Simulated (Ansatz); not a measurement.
Program: Ansatz. Geometries: PBE0-D4/def2-TZVP. ΔE: electronic, gas phase. CBS: MP2 limit from def2 TZ/QZ plus the TZ coupled-cluster correction, frozen cores. This one scheme is used for every species. Functionals use def2-TZVPP. B3LYP here is the variant with VWN-RPA as its local correlation; programs differ in this. One conformer a species, not always the lowest.

`C=CB(Cl)Cl` + `FC(F)(F)S` → `C=CSC(F)(F)F` + `ClBCl`  (substitution at a C–B bond)

```tsv
level	ΔE (kcal/mol)
PBE-D4	13.1
ωB97X-V	14.3
r2SCAN	13.8
B3LYP	14.5
HF/def2-TZVPP	16.9
MP2/def2-TZVPP	15.1
HF/def2-QZVPP	16.8
HF/CBS(def2)	16.8
```

(1) What does CCSD(T)/CBS give? (Best estimate.)

Largest T1 diagnostic among the species: 0.013.

Results:

(1) The calculation gave: +14.8 kcal/mol. The listed levels differ from it by -1.7, -0.5, -1.0, -0.3, 2.1, 0.3, 2.0, 2.0 kcal/mol.

From PBE to PBE0 (25 % exact exchange), in def2-TZVPP and without D4, ΔE moves by +1.2 kcal/mol. In def2-TZVPP, CCSD(T) changes the Hartree–Fock value by −1.9 kcal/mol (the triples alone add −0.5 kcal/mol) and MP2 by −1.8 kcal/mol.
